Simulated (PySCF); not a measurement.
A structure optimised at PBE0-D3(BJ)/def2-SVP, used in a PySCF frequency run:

```xyz
9

Zn     0.2455     0.8713     0.0000
I     -0.0881    -1.5550     0.0000
C      0.5086     2.8052     0.0000
C     -0.7748     3.6302     0.0000
H      1.1285     3.0472    -0.8804
H      1.1285     3.0472     0.8804
H     -1.3990     3.4295     0.8852
H     -1.3990     3.4295    -0.8852
H     -0.5604     4.7127     0.0000
```

Problem. Write its SMILES, formula and point group.

Solution. C[CH2][Zn][I], C2H5IZn, Cs

Problem. What are its rotational constants (standard atomic weights)?

Solution. 20.155, 0.75641, 0.73572 GHz
